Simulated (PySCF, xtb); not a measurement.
Ge(H)2(vinyl)(NH2) (C2H7GeN), SMILES C=[CH][GeH2][NH2].

GFN2-xTB (xtb) at its own geometry gives an orbital gap of 4.26 eV and a dipole moment of 1.86 D.

Coordinates come from a PBE0-D3(BJ)/def2-SVP optimisation. The values are those of a single conformer.

### Question
What does r2SCAN/def2-TZVP (PySCF) give? (Estimate from the structure and the level; the computed values follow.)

### Answer
gap 4.85 eV (levels -6.04 and -1.19 eV), dipole 1.57 D.
